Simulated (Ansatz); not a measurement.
Stepwise reaction of `[O]=[Ta]([OH])([Cl])[Cl]` with hydrogen fluoride, as a gas-phase model of exchange steps in deposition or etching. ΔE in kJ/mol; ΔG adds harmonic PBE0-D4 terms to CCSD(T)/CBS, at 1 bar.

Gas-phase electronic energies from Ansatz, PBE0-D4/def2-TZVP geometries. CBS: MP2 limit from def2 TZ/QZ plus the TZ coupled-cluster correction, frozen cores. This one scheme is used for every species. Functionals use def2-TZVPP. B3LYP here is the variant with VWN-RPA as its local correlation; programs differ in this. Elements past krypton have def2 core potentials. For Ta outer-core shells are correlated without core-valence functions, which leaves a few kJ/mol of doubt a bond. Each species was taken in one conformer, which may not be the lowest.

```json
{"step": "1", "reaction": "`[O]=[Ta]([OH])([Cl])[Cl]` + H–F → `[O]=[Ta]([OH])([F])[Cl]` + HCl", "PBE-D4": "-12.1", "B3LYP-D4": "-14.0", "ωB97M-V": "-15.0", "CCSD(T)/CBS": "-3.3", "ΔG(600 K)": "-10.0"}
```

(1) Give the row of step 2, `[O]=[Ta]([OH])([F])[Cl]` + H–F → `[O]=[Ta]([OH])([F])[F]` + HCl. (Best estimate.)

(2) By hand: ΔE of the 2 steps together at CCSD(T)/CBS.

Answers

(1) The calculation gave: 
```csv
step,reaction,PBE-D4,B3LYP-D4,ωB97M-V,CCSD(T)/CBS,ΔG(600 K)
2,`[O]=[Ta]([OH])([F])[Cl]` + H–F → `[O]=[Ta]([OH])([F])[F]` + HCl,-27.5,-29.4,-29.5,-19.0,-21.9
```

(2) (-3.3) + (-19.0) = -22.3 kJ/mol, or -11.2 kJ/mol a step.

In ΔE each step is lower than the one before. ΔG lies between -21.9 and -10.0 kJ/mol a step. PBE-D4 differs from CCSD(T)/CBS by -8.8 to -8.5 kJ/mol a step. Isolated molecules leave out the surface, adducts and barriers. Largest T1 diagnostic: 0.020.
